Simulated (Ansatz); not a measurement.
Molecule: AlBr₃ (charge 0, singlet). 
Structure (B3LYP-D3(BJ)/def2-TZVP (Ansatz, a first-principles code) minimum search):
```
Al
Br 1 2.2383
Br 1 2.2383 2 120.00
Br 1 2.2383 2 120.00 3 -180.00
```
Charge 0, spin multiplicity 1.

Computed values are from Ansatz. Valence correlation only, unless marked. Open shells are spin-unrestricted. Spin-orbit coupling is left out. Frozen are the shells of the preceding noble gas and the d and f shells that filled before the atom's block. No relativistic terms. CBS(X,Y): correlation extrapolated as X^-3; Hartree-Fock from the larger set.

The atomisation energy De is 271.3 kcal/mol at CCSD(T)/CBS(def2-TZVPPD,def2-QZVPPD) and the total energy is -7960.2694 Eh at CCSD(T)/CBS(def2-TZVPPD,def2-QZVPPD). The dipole moment is 0.00 D at CCSD(T)/def2-SVPD. The T1 diagnostic comes out as 0.009 at CCSD/def2-QZVPPD.
